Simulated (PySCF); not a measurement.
Bonding in `C/C(=C/C(=O)F)C(C)C`

Compound: C₇H₁₁FO.
Numbering: `[CH3:1]/[C:2](=[CH:3]/[C:4](=[O:5])[F:6])[CH:7]([CH3:8])[CH3:9]` (hydrogens: H10, H11, H12 on C1; H13 on C3; H14 on C7; H15, H16, H17 on C8; H18, H19, H20 on C9)

Structure used (GFN2-xTB), in Å, numbered top down from 1:
```xyz
20
C7H11FO angstrom
C     -1.9390   -1.0917   -0.2786
C     -0.8144   -0.1292   -0.0787
C     -1.1049    1.1777    0.0622
C     -0.2126    2.2939    0.2645
O      0.9673    2.3901    0.3591
F     -0.9532    3.4532    0.3583
C      0.5483   -0.7705   -0.0568
C      1.2391   -0.5749    1.2961
C      1.4339   -0.2657   -1.1996
H     -1.8172   -1.6033   -1.2334
H     -2.9090   -0.6025   -0.2619
H     -1.9135   -1.8534    0.5001
H     -2.1449    1.4764    0.0260
H      0.4019   -1.8472   -0.2025
H      0.5930   -0.9046    2.1070
H      1.4948    0.4676    1.4501
H      2.1544   -1.1607    1.3226
H      1.6748    0.7833   -1.0664
H      2.3619   -0.8317   -1.2137
H      0.9343   -0.3963   -2.1575
```

Bond orders from the PBE0/pcSseg-1 density (PySCF). Isolated species at its GFN2-xTB geometry (one conformer only).

Task: How far do the computed orders between heavy atoms stray from the drawn ones?

Result: The largest departure is 0.286, at C2–C3 (drawn double, 1.714).

Task: Give the Mayer order of every bond between heavy atoms, beside its length.

Result: 
```
 bond  drawn as  length (Å)  Mayer order
C1–C2    single       1.494        1.096
C2–C3    double       1.346        1.714
C3–C4    single       1.443        1.100
C4–O5    double       1.188        1.986
C4–F6    single       1.379        0.916
C2–C7    single       1.506        0.985
C7–C8    single       1.532        1.019
C7–C9    single       1.531        1.020
```

Bonds between the same two heavy elements. C–C: lowest C2–C7 (0.985, 1.506 Å), highest C2–C3 (1.714, 1.346 Å); in 2 of the 15 pairs the longer bond (by over 0.003 Å) has the higher order (by 0.02 or more).

Task: And the bonds to hydrogen?

Result: C–H: 0.94 to 0.97 (11 bonds).

Task: Sum the orders of all bonds at each heavy atom with more than one neighbour and set the sums beside the valence in the SMILES.

Result: C1 3.929 (drawn 4), C2 3.795 (drawn 4), C3 3.755 (drawn 4), C4 4.002 (drawn 4), C7 3.968 (drawn 4), C8 3.901 (drawn 4), C9 3.901 (drawn 4). Orders between atoms that aren't bonded are not in these sums.

Mayer orders depend on the basis set.

These values come from a run that also computed NMR shieldings. The run took about 1.6 min of CPU time (one thread, shared machine).
